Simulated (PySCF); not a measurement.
**Orbital picture of CaGa**

LDA at R = 3.108 Å; PySCF, no relativity, basis sets Ca pcseg-1, Ga pcseg-1. State: ²Π (doublet), unpaired electrons π ↑. Only the outer orbitals are listed, counted within each symmetry.

```csv
spin,orbital,occ.,ε (eV),on Ca (%),main shells (%)
α,1δ,1,-19.73,0,100 Ga d
α,5π,1,-19.70,0,100 Ga d
α,1δ,1,-19.68,0,100 Ga d
α,11σ,1,-19.57,0,100 Ga d
α,5π,1,-19.57,0,100 Ga d
α,12σ,1,-8.75,8,92 Ga s
α,13σ,1,-3.98,63,"62 Ca s, 33 Ga p"
α,6π,1,-3.02,27,"72 Ga p, 19 Ca d, 8 Ca p"
α,6π,0,-3.01,27,"72 Ga p, 19 Ca d, 8 Ca p"
α,14σ,0,-2.66,68,"32 Ga p, 29 Ca s, 27 Ca d"
α,2δ,0,-1.72,100,100 Ca d
β,1δ,1,-19.70,0,100 Ga d
β,5π,1,-19.67,0,100 Ga d
β,1δ,1,-19.61,0,100 Ga d
β,11σ,1,-19.49,0,100 Ga d
β,5π,1,-19.49,0,100 Ga d
β,12σ,1,-8.29,8,92 Ga s
β,13σ,1,-3.82,74,"73 Ca s, 23 Ga p"
β,6π,0,-2.75,31,"69 Ga p, 22 Ca d, 8 Ca p"
β,14σ,0,-2.49,59,"40 Ga p, 30 Ca d, 16 Ca s"
β,6π,0,-2.35,36,"63 Ga p, 28 Ca d, 8 Ca p"
```

Q: Which are the highest filled and the lowest empty level, where do they sit, and how wide is the gap?

A: Highest filled α 6π at -3.02 eV (in %: 72 Ga p, 19 Ca d, 8 Ca p); lowest empty α 6π at -3.01 eV (in %: 72 Ga p, 19 Ca d, 8 Ca p); the gap at LDA is 0.01 eV. Both belong to one degenerate shell, split only by its one-sided filling, so this is no excitation gap.

```
bond order (Mayer)                               : 1.33
⟨S²⟩                                             : 0.778
charge on Ca (Mulliken, basis-dependent)         : 0.20
charge on Ca (Löwdin, basis-dependent)           : 0.22
dipole moment (positive dipole means Ca(−)Ga(+)) : -2.59 D
polarisability along the bond                    : 252.6 bohr³
polarisability across the bond                   : 120.2 bohr³
```

Spin–orbit coupling is left out. The state was picked by a PBE0 search and need not be the measured ground state.
